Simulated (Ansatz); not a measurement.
CH7BrO2Si2 can be A, `C[Si](O)(Br)O[SiH3]`, or B, `CO[Si](O)([SiH3])Br`.

Gas-phase electronic energies from Ansatz, PBE0-D4/def2-TZVP geometries. CBS: MP2 limit from def2 TZ/QZ plus the TZ coupled-cluster correction, frozen cores. Functionals use def2-TZVPP. B3LYP here is the variant with VWN-RPA as its local correlation; programs differ in this. For Br outer-core shells are correlated without core-valence functions, which leaves a few kJ/mol of doubt a bond. Scalar relativity is left out up to krypton. One conformer a species, not always the lowest.

(1) Which isomer does CCSD(T)/CBS put lower? Give the gap. (An estimate is asked.)

(2) Give E(B) − E(A) in kJ/mol with PBE-D4, B3LYP-D4, HF/def2-TZVPP, PBE0-D4, MP2/def2-TZVPP, B3LYP, r2SCAN-D4. (Best estimate.)

Largest T1 diagnostic: 0.011.

## Answers

(1) The calculation gave: A, by 219.8 kJ/mol.

(2) Ansatz gave: PBE-D4 188.0, B3LYP-D4 209.7, HF/def2-TZVPP 232.0, PBE0-D4 200.6, MP2/def2-TZVPP 230.2, B3LYP 209.3, r2SCAN-D4 213.1. None reverses the order clearly.

From PBE to PBE0 (25 % exact exchange), in def2-TZVPP and without D4, E(B) − E(A) moves by +12.7 kJ/mol.
